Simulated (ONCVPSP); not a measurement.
**Before and after: ONCV potential for gold (Au)**

* Element: Au
* Generator: ONCVPSP 4.0.1
* Type: optimised norm-conserving Vanderbilt (ONCV)
* Functional: PBE
* Relativity: scalar-relativistic
* Frozen core: [Kr] 4d10 4f14
* Valence charge: 19
* Reference configuration: 5s2 5p6 5d10 6s1
* Partial waves: 5s+6s: rc 1.25 bohr, ncon 4, nbas 7, qcut 7.6 1/bohr, 2 projectors; 5p: rc 1.35 bohr, ncon 4, nbas 7, qcut 8 1/bohr, 2 projectors, debl 2.1 Ha; 5d: rc 1.55 bohr, ncon 4, nbas 8, qcut 6.6 1/bohr, 2 projectors, debl 0.8 Ha; f scattering state at 0.09 Ha: rc 1.35 bohr, ncon 3, nbas 6, qcut 7.8 1/bohr, 1 projector
* Local potential: polynomial inside 1.00 bohr (lpopt 5, dvloc0 -1 Ha)
* Core correction: none

In the p channel the program set the typed energies aside and used -2.197, 0.250 Ha.

All-electron outer shells of the reference configuration (PBE, scalar-relativistic, ld1.x):

```
shell  level (eV)  outermost node (bohr)  outermost maximum (bohr)
   5s     -108.37                   0.48                      0.84
   4f      -81.12                      –                      0.37
   5p      -59.78                   0.52                      0.96
   5d       -6.88                   0.56                      1.21
   6s       -5.76                   1.11                      2.32
```

Change: s: qcut 8.2; p: qcut 8.7; d: qcut 7.2; f: qcut 8.5.

Cutoffs: the cutoffs (Ha) at which the residual kinetic energy of the hardest occupied pseudo-wave falls to 1 and 0.1 mHa per electron; they do not see the model core or the augmentation charge, which bear on the density cutoff. Errors are all-electron minus pseudo energies relative to the spin-unpolarised reference configuration.

What does the change do?

The potential gets softer (36 Ha and 77 Ha → 32 Ha and 69 Ha); the errors of the 4 common tests hardly move; neither file shows a bound ghost.

```tsv
quantity	base	changed
cutoff, loose	36 Ha	32 Ha
cutoff, tight	77 Ha	69 Ha
loose cutoff by channel	s 36 Ha, p 29 Ha, d 20 Ha	s 31 Ha, p 32 Ha, d 20 Ha
bound ghosts	none	none
GHOST(+) flags under 300 eV	s at 98.4 eV	s at 90.1 eV
error for 5s2 5p6 5d10 6s0, meV [ΔE 9.41 eV]	-3.7	-3.6
error for 5s2 5p6 5d9 6s0, meV [ΔE 30.62 eV]	-5.7	-5.7
error for 5s2 5p6 5d8 6s0, meV [ΔE 64.49 eV]	-15	-15
error for 5s2 5p6 5d7 6s0, meV [ΔE 112.21 eV]	-35	-36
s: phases at 1.27 bohr within 0.05 rad from the reference energy up to (Ha; the scan ends near 5)	3.3	n/a
p: phases at 1.37 bohr within 0.05 rad from the reference energy up to (Ha; the scan ends near 5)	to the end of the scan	to the end of the scan
d: phases at 1.58 bohr within 0.05 rad from the reference energy up to (Ha; the scan ends near 5)	to the end of the scan	to the end of the scan
f: phases at 1.37 bohr within 0.05 rad from the reference energy up to (Ha; the scan ends near 5)	1.1	1.1
```
